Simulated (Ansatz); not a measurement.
TiSi₄ (the lowest singlet isomer of a short search), 5 atoms. Hardware: 4 threads of Arm Neoverse V2 on a shared host.

The 6-31G sets use Cartesian d functions.

Q: How many basis functions does each of these Ansatz runs have, and roughly what does it cost? LC-ωPBE (ω = 0.20 bohr⁻¹)/def2-SVP, charge 0 quintet, energy, from earlier orbitals; LC-ωPBE (ω = 0.20 bohr⁻¹)/def2-SVP, charge -1 doublet at the geometry of the charge 0 singlet, energy, from earlier orbitals; LC-ωPBE (ω = 0.10 bohr⁻¹)/def2-SVP, charge 0 triplet, energy, from earlier orbitals; r2SCAN-D4/def2-TZVP, charge 0 singlet, energy and forces, from earlier orbitals; r2SCAN-D4/def2-TZVPD, charge -1 doublet at the geometry of the charge 0 singlet, energy, from earlier orbitals; HF/6-31G, charge 0 singlet, energy; LC-ωPBE (ω = 0.15 bohr⁻¹)/def2-SVP, charge 0 singlet, energy, from earlier orbitals; PBE0-D4/def2-TZVP, charge 0 triplet, energy, from earlier orbitals; r2SCAN-D4/def2-TZVP, charge 0 quintet, energy, from earlier orbitals; LC-ωPBE (ω = 0.20 bohr⁻¹)/def2-SVP, charge 0 singlet, energy, from earlier orbitals; r2SCAN-D4/def2-TZVPD, charge 0 singlet, energy, from earlier orbitals; LC-ωPBE (ω = 0.30 bohr⁻¹)/def2-SVP, charge 0 triplet, energy, from earlier orbitals.

A: Other jobs shared the machine, so times can vary by a factor of up to 3. A dash marks memory too small to be measured apart from the calling script's.

```tsv
run	functions	fitting or Cholesky vectors	wall time	peak host memory (GiB)
HF/6-31G, charge 0 singlet, energy	81	964	1.4 s	–
LC-ωPBE (ω = 0.15 bohr⁻¹)/def2-SVP, charge 0 singlet, energy, from earlier orbitals	103	1164	2.2 s	–
LC-ωPBE (ω = 0.20 bohr⁻¹)/def2-SVP, charge 0 singlet, energy, from earlier orbitals	103	1164	2.3 s	–
r2SCAN-D4/def2-TZVP, charge 0 singlet, energy and forces, from earlier orbitals	193	1421	8.5 s	–
r2SCAN-D4/def2-TZVPD, charge 0 singlet, energy, from earlier orbitals	220	1526	9.5 s	–
LC-ωPBE (ω = 0.20 bohr⁻¹)/def2-SVP, charge 0 quintet, energy, from earlier orbitals	103	1164	12 s	–
LC-ωPBE (ω = 0.30 bohr⁻¹)/def2-SVP, charge 0 triplet, energy, from earlier orbitals	103	1164	15 s	–
LC-ωPBE (ω = 0.20 bohr⁻¹)/def2-SVP, charge -1 doublet at the geometry of the charge 0 singlet, energy, from earlier orbitals	103	1164	16 s	–
LC-ωPBE (ω = 0.10 bohr⁻¹)/def2-SVP, charge 0 triplet, energy, from earlier orbitals	103	1164	16 s	–
PBE0-D4/def2-TZVP, charge 0 triplet, energy, from earlier orbitals	193	1538	32 s	1.3
r2SCAN-D4/def2-TZVP, charge 0 quintet, energy, from earlier orbitals	193	1421	41 s	0.71
r2SCAN-D4/def2-TZVPD, charge -1 doublet at the geometry of the charge 0 singlet, energy, from earlier orbitals	220	1526	67 s	0.88
```
